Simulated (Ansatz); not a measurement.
Ansatz (an electronic-structure program) input (B3LYP/STO-3G):

Ansatz 0.2 input:
```yaml
crystal:
  periodic: [false, false, false]
  atoms:
    - {symbol: Si, position_ang: [-0.00000000, -0.00000000, -0.10196874]}
    - {symbol: H, position_ang: [0.00000000, 0.00000000, 1.42756239]}
basis:
  gaussian:
    orbitals: STO-3G
hamiltonian:
  xc: {name: B3LYP}
total_charge: 1
```

From the last part of the output:

```
WARN ansatz: RAYON_NUM_THREADS=1 ignored (pool sized by the plan → 1); use --threads N
Functional definition: B3LYP
integrals: 0.00 GiB planned
102 factors; integrals over basis functions are off by at most 1.4e-5 eV
mean field: 0.04 GiB planned
mean field evaluation 1: about -7792.8021 eV, gradient 1.1e1 eV
mean field evaluation 2: about -7793.1337 eV, gradient 6.6e0 eV
mean field evaluation 4: about -7793.3533 eV, gradient 4.5e-2 eV
mean field evaluation 8: about -7793.3472 eV, gradient 1.4e-4 eV
mean field -7793.34718868 eV, -286.4002266634 hartree, gradient 3.6e-6 eV, S^2 0.000000; 0 other end points of the search recorded, 0 dependent functions left out
reference -7793.34730209 eV, -286.4002308312 hartree; 7, 7 occupied and 3, 3 virtual orbitals, 102 factors
Total energy: -7793.34730209 eV, -286.4002308312 hartree
```

The dipole moment of an ion depends on the origin.
